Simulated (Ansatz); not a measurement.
A run of Ansatz (development build ahead of 0.2.0) on doublet I at this shape:

A single I atom.

Its results:

- Converged: yes
- Reference energy: -296.65412 hartree
- Correlation energy: -0.47318 hartree
- Total energy: -297.12730 hartree
- Spin squared of the determinant: 0.750

Q: Which input gives this output? Name the method, the orbitals and the basis set, and write the input.

A: ROHF-MP2 in def2-TZVP. The basis set brings a core potential for I, so the total leaves out those core electrons.

```yaml
crystal:
  periodic: [false, false, false]
  atoms:
    - { symbol: I, position_ang: [0.0, 0.0, 0.0] }
basis:
  gaussian: { orbitals: def2-TZVP }
magnetization:
  initial_magnetization: 1
hamiltonian:
  xc: hf
correlation:
  method: mp2
  frozen_orbitals: { I: 4 }
```
